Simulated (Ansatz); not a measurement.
GeTe₄, relaxed as a singlet with RKS PBE-D4/def2-SVP in Ansatz, starting from the GFN2-xTB geometry. Force threshold 0.02 eV/Å.

In the def2 sets Te takes a core potential; there is no spin–orbit coupling. The structure comes from a short search, and lower isomers may exist.

Start:

```xyz
5

Ge   -0.989   -1.313    0.332
Te    1.962    1.035    0.317
Te    0.636   -0.367   -1.593
Te   -1.899    0.551   -1.326
Te    0.289    0.093    2.270
```

(1) Estimate the energy that the relaxation releases and the steps that it takes.

(2) Does the start keep its bonding?

(3) Predict the relaxed structure.

Answers

(1) 13.7 kJ/mol, in 7 steps; 12 s on 4 threads of Arm Neoverse V1 on a shared host. No frequencies were taken in this run, so the end may be a saddle point.

(2) By distances, no bond broke or formed. The bond that changes most is Ge1–Te3, from 2.69 to 2.82 Å (atoms count from 1). The end is the same structure that another start reached, the lowest one found.

(3) 
```xyz
5

Ge   -1.025   -1.380    0.364
Te    2.071    1.021    0.376
Te    0.631   -0.315   -1.660
Te   -1.960    0.531   -1.356
Te    0.283    0.144    2.275
```
Bond lengths: 3 × Te–Te 2.74 to 2.83 Å; 3 × Ge–Te 2.74 to 2.82 Å.
